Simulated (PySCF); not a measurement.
UHF on Li⁺ (lithium, charge +1)

Configuration: 1s2, closed-shell 1S. All numbers are calculated (PySCF 2.14, the non-relativistic Hamiltonian (point nucleus), in pcseg-2 (4s2p1d, 15 functions)).

```json
{
 "Total energy": "-7.234606 hartree",
 "One-electron energy": "-8.8760 hartree",
 "Hartree (Coulomb) energy": "3.2829 hartree",
 "Exchange energy": "-1.6414 hartree",
 "Kinetic energy": "7.22719 hartree",
 "⟨S²⟩": "0.0000",
 "⟨L²⟩": "0.000",
 "Sum of ⟨r⟩": "1.155 bohr",
 "Sum of ⟨r²⟩": "0.9129 bohr²",
 "Density at the nucleus (Gaussians lack the cusp)": "13.3 bohr⁻³",
 "Langevin diamagnetic susceptibility": "-0.723 ×10⁻⁶ cm³/mol",
 "Time after the integrals": "0.02 s of wall time on 1 thread of Neoverse-V2 (shared host)"
}
```

```csv
shell,electrons,mean orbital energy (hartree),"rms radius, mean of both spins (bohr)"
1s,2,-2.79659,0.676
```
